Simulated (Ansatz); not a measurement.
Ideal-gas functions of `C[O][Cd][NH2]` at 800 K and 1 bar, from an Ansatz frequency run at PBE0-D4/def2-TZVP.

Molar mass 159.47 g/mol, point group Cs (symmetry number 1), electronic degeneracy 1, moments of inertia 15.062, 248.596, 257.834 u Å². Harmonic wavenumbers (cm⁻¹, unscaled): 78, 102, 107, 153, 226, 492, 583, 633, 823, 1124, 1169, 1190, 1476, 1491, 1493, 1561, 2961, 3004, 3043, 3520, 3613.

Use S(trans) = R[1.5 ln M + 2.5 ln T − 1.1517]; rotational temperatures θ = 24.2544 K / I; S(rot) = R[ln(√π/σ · √(T³/θAθBθC)) + 1.5]; for each mode x = 1.438777 ν̃/T, S = R[x/(eˣ − 1) − ln(1 − e⁻ˣ)] and H = RT x/(eˣ − 1); 1 cm⁻¹ = 0.0119627 kJ/mol; R = 8.31446 J/(mol·K).

Q: By hand: the entropy, in J/(mol·K).

A: Translation 192.6. Rotation: θ = 1.6103, 0.0976, 0.0941 K, giving 118.1. Vibration, mode by mode: 24.65, 22.43, 22.03, 19.07, 15.86, 9.60, 8.29, 7.67, 5.77, 3.75, 3.52, 3.41, 2.28, 2.23, 2.22, 2.02, 0.26, 0.24, 0.23, 0.11, 0.09, in all 155.7. Electronic 0.0. Sum 466.4 J/(mol·K).

Q: By hand: H − E and G − E in kJ/mol, counted from the electronic energy.

A: Zero-point energy ½ × 28842 × 0.0119627 = 172.5; thermal vibration 55.5; translation, rotation and pV give 4 RT = 26.6. H − E = 254.6 kJ/mol, and G − E = 254.6 − 800 × 466.4/1000 = -118.5 kJ/mol.

Vibration gives 33 % of the entropy, 69.1 J/(mol·K) of it from the modes under 150 cm⁻¹: soft modes count most, and the harmonic formula is weakest for them. The sum counts one conformer and one mirror image; others add a mixing term.
